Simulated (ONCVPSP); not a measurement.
# PBE ONCV dataset for Sb, scalar-relativistic all-electron reference.

```
Element                 : antimony (Sb)
Generator               : ONCVPSP 4.0.1
Type                    : optimised norm-conserving Vanderbilt (ONCV)
Functional              : PBE
Relativity              : scalar-relativistic
Frozen core             : [Ar] 3d10 4s2
Valence charge          : 21
Reference configuration : 4p6 4d10 5s2 5p3
Partial waves           : 5s: rc 2.05 bohr, ncon 4, nbas 7, qcut 3 1/bohr, 2 projectors, debl 2.1 Ha; 4p+5p: rc 1.65 bohr, ncon 4, nbas 7, qcut 7.3 1/bohr, 2 projectors; 4d: rc 1.40 bohr, ncon 4, nbas 8, qcut 12.9 1/bohr, local
Local potential         : the d channel
Core correction         : Teter function, fcfact 2.75, rcfact 1.55
```

All-electron outer shells of the reference configuration (PBE, scalar-relativistic, ld1.x):

```csv
shell,level (eV),outermost node (bohr),outermost maximum (bohr)
3d,-515.87,–,0.24
4s,-148.83,0.39,0.73
4p,-101.79,0.39,0.76
4d,-33.51,0.38,0.84
5s,-12.83,0.95,1.90
5p,-4.83,1.04,2.35
```

Task: Does the generator finish with these settings?

Result: Yes, a potential is produced and its reference levels are reproduced.

Task: Estimate the cutoffs (Ha) at which the residual kinetic energy of the hardest occupied pseudo-wave falls to 1 and 0.1 mHa per electron.

Result: 49 Ha and 58 Ha.

Task: Does the potential have ghost states?

Result: Ghosts flagged at negative energy: s at -141.1 eV; no localised positive-energy state flagged. A true bound ghost makes a file unfit for plane-wave use.

Task: Which valence shell sets the plane-wave cutoff?

Result: 4d: 49 Ha for 1 mHa per electron, against 23 Ha for 4p.

Task: Tests: 4p6 4d10 5s2 5p2; 4p6 4d10 5s2 5p1; 4p6 4d10 5s2 5p0; 4p5 4d10 5s2 5p3. Which has the largest error in its energy relative to the reference configuration, and how large is it?

Result: 4p5 4d10 5s2 5p3, with -145 meV (all-electron minus pseudo) on +109.95 eV.
